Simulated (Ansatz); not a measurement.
`[F][GeH2][SiH3]` and `[F][GeH2][SH]` differ in one atom or group.

Ansatz, PBE0-D4/def2-TZVP geometries, multiplicity 1. Each molecule was computed in one conformer, which needn't be the lowest.

Scalar relativity is left out up to krypton.

```tsv
property	`[F][GeH2][SiH3]`
size of the dipole moment (ωB97M-V/def2-TZVPP) / D	2.23
HOMO–LUMO gap (PBE/def2-TZVPP) / eV	5.74
HOMO–LUMO gap (ωB97M-V/def2-TZVPP) / eV	11.73
ideal-gas entropy at 298 K and 1 bar (rigid rotor, harmonic PBE0-D4/def2-TZVP) / J/(mol·K)	326
HOMO–LUMO gap (PBE0/def2-TZVPP) / eV	7.82
HOMO energy (PBE0/def2-TZVPP) / eV	-8.45
```

**Question.** Give the same properties after the change, and the shifts. (Best estimate.)

**Answer.** The calculation gave: 
```json
{"property": "size of the dipole moment (ωB97M-V/def2-TZVPP) / D", "`[F][GeH2][SH]`": "1.95", "shift": "-0.28"}
{"property": "HOMO–LUMO gap (PBE/def2-TZVPP) / eV", "`[F][GeH2][SH]`": "5.58", "shift": "-0.16"}
{"property": "HOMO–LUMO gap (ωB97M-V/def2-TZVPP) / eV", "`[F][GeH2][SH]`": "11.96", "shift": "0.23"}
{"property": "ideal-gas entropy at 298 K and 1 bar (rigid rotor, harmonic PBE0-D4/def2-TZVP) / J/(mol·K)", "`[F][GeH2][SH]`": "307", "shift": "-19"}
{"property": "HOMO–LUMO gap (PBE0/def2-TZVPP) / eV", "`[F][GeH2][SH]`": "7.83", "shift": "0.01"}
{"property": "HOMO energy (PBE0/def2-TZVPP) / eV", "`[F][GeH2][SH]`": "-7.95", "shift": "0.50"}
```

The zero-point energy changes by -39.3 kJ/mol with -6 modes. Dipoles are sizes alone; their direction can turn.
